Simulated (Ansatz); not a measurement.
Relaxation of C2H10BNSi (15 atoms, charge 0, multiplicity 1), to a largest force component of 0.015 eV/Å in at most 40 steps.

These are results of RKS B3LYP-D4/def2-SVP (Ansatz 0.2.0), not measurements.

```xyz
15
Properties=species:S:1:pos:R:3
C -1.702 -1.066 -0.518
C -0.272 -1.315 -0.740
B 0.578 -0.646 0.403
N 1.733 0.428 0.103
Si 1.101 1.942 0.829
H -2.339 -1.480 -1.345
H -2.069 -1.433 0.446
H -1.899 0.091 -0.558
H 0.048 -0.903 -1.688
H -0.100 -2.409 -0.704
H 0.429 -0.989 1.558
H 1.699 0.583 -0.909
H 2.010 3.046 0.521
H 0.981 1.804 2.324
H -0.221 2.297 0.308
```

Question: Where does it end, and by what steps?

Answer: The run converged. The force dipped under the threshold on the way, but the program's further checks kept it going. After 25 steps the energy has fallen by 1.235 eV; H15 moved furthest, 1.74 Å.

```
step  energy less start (eV)  largest force component (eV/Å)  accepted
   0                  0.0000                           3.786       yes
   1                 -0.6395                           2.322       yes
   2                 -0.8922                           1.798       yes
   3                 -1.0282                           0.733       yes
   4                 -1.1089                           0.273       yes
   5                 -1.1610                           0.185       yes
   6                 -1.1931                           0.261       yes
   7                 -1.2060                           0.367       yes
   8                 -1.2147                           0.125       yes
   9                 -1.2199                           0.053       yes
  10                 -1.2232                           0.088       yes
  11                 -1.2249                           0.093       yes
  12                 -1.2269                           0.072       yes
  13                 -1.2303                           0.068       yes
  14                 -1.2303                           0.130        no
  15                 -1.2317                           0.046       yes
  16                 -1.2324                           0.073       yes
  17                 -1.2325                           0.101       yes
  18                 -1.2333                           0.041       yes
  19                 -1.2337                           0.032       yes
  20                 -1.2340                           0.026       yes
  21                 -1.2340                           0.062       yes
  22                 -1.2343                           0.016       yes
  23                 -1.2344                           0.009       yes
  24                 -1.2345                           0.007       yes
  25                 -1.2345                           0.011       yes
```

```xyz
15
Properties=species:S:1:pos:R:3
C -1.808 -1.653 -0.680
C -0.331 -1.247 -0.806
B 0.147 -0.213 0.288
N 0.880 0.949 -0.030
Si 1.501 2.169 1.078
H -2.090 -2.424 -1.415
H -2.028 -2.054 0.323
H -2.479 -0.791 -0.837
H -0.120 -0.885 -1.830
H 0.298 -2.152 -0.676
H -0.108 -0.410 1.458
H 1.076 1.099 -1.020
H 2.989 2.259 0.983
H 1.101 1.789 2.457
H 0.950 3.515 0.736
```

Whether the end is a true minimum wasn't checked by a vibrational analysis.

Run time: 53 s on 2 threads of Intel(R) Xeon(R) 6975P-C (Granite Rapids), on a shared host, peak memory 0.3 GiB.
